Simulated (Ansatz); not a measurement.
Cost and result for the atomization energy of `NC(F)O[SiH2]F` (11 atoms, 10 bonds).

| atom | x (Å) | y (Å) | z (Å) |
| --- | --- | --- | --- |
| N1 | -0.102 | 1.643 | 1.218 |
| C2 | -0.324 | 0.810 | 0.118 |
| F3 | 0.500 | 1.128 | -0.980 |
| O4 | -0.053 | -0.490 | 0.470 |
| Si5 | 0.191 | -1.751 | -0.551 |
| F6 | -1.063 | -1.894 | -1.525 |
| H7 | 0.835 | 1.530 | 1.583 |
| H8 | -0.284 | 2.611 | 0.998 |
| H9 | -1.344 | 0.927 | -0.260 |
| H10 | 1.388 | -1.577 | -1.395 |
| H11 | 0.256 | -2.937 | 0.323 |

Charge 0, multiplicity 1. The structure was optimised at the PBE0-D4/def2-TZVP level. It is one conformer, not always the lowest. Program: Ansatz. All runs use 4 threads of an Arm Neoverse V1 on a shared host. Times are those of one run each, without the atoms' runs, and a repeat can differ threefold. Electronic energies, without spin–orbit coupling; frozen cores. CCSD(T)/CBS adds CCSD(T) − MP2 in def2-TZVPP to the MP2 limit, and its time is that of the two runs behind it. T1 = 0.012. B3LYP takes the VWN-RPA correlation (the form of Gaussian; ORCA's B3LYP/G).

CCSD(T)/CBS is a level of theory with its own doubt, some kJ/mol a heavy atom from the limit and from the frozen cores, so smaller differences don't rank the functionals.

```tsv
level	functions	wall time
PBE-D4/def2-TZVPP (with forces)	267	2.9 s
PBE0-D4/def2-TZVPP	267	3.4 s
B3LYP-D4/def2-TZVPP (with forces)	267	5.5 s
r2SCAN-D4/def2-TZVPP (with forces)	267	6 s
B2PLYP/def2-TZVPP	267	6.5 s
ωB97X-V/def2-TZVPP	267	9 s
ωB97M-V/def2-TZVPP (with forces)	267	13 s
MP2/def2-QZVPP	505	29 s
CCSD(T)/def2-TZVPP	267	6.3 min
CCSD(T)/CBS(def2)	–	6.8 min
```

(1) What atomization energy does each give, and how far from CCSD(T)/CBS? (Best estimate.)

Results:

(1) The calculation gave: 
```tsv
level	atomization (kJ/mol)	difference from CCSD(T)/CBS	per bond
PBE-D4/def2-TZVPP (with forces)	4274.2	76.0	7.6
PBE0-D4/def2-TZVPP	4161.9	-36.3	-3.6
B3LYP-D4/def2-TZVPP (with forces)	4178.1	-20.1	-2.0
r2SCAN-D4/def2-TZVPP (with forces)	4186.1	-12.1	-1.2
B2PLYP/def2-TZVPP	4143.5	-54.7	-5.5
ωB97X-V/def2-TZVPP	4209.1	10.9	1.1
ωB97M-V/def2-TZVPP (with forces)	4205.4	7.2	0.7
MP2/def2-QZVPP	4256.9	58.7	5.9
CCSD(T)/def2-TZVPP	4067.5	-130.7	-13.1
CCSD(T)/CBS(def2)	4198.2	0.0	0.0
```

From PBE to PBE0 (25 % exact exchange), in def2-TZVPP and without D4, the atomization energy moves by −109.1 kJ/mol: exact exchange takes away binding that semilocal exchange gives to molecules. In def2-TZVPP, CCSD(T) changes the Hartree–Fock value by +1136.0 kJ/mol (the triples alone add +68.1 kJ/mol) and MP2 by +1246.7 kJ/mol; breaking electron pairs costs correlation energy, which Hartree–Fock lacks. The D4 term adds +32.2 kJ/mol with B3LYP and +16.9 kJ/mol with PBE0; it sums over pairs of atoms, weighted by their polarisabilities, and B3LYP, whose exchange is more repulsive, gets the larger term.
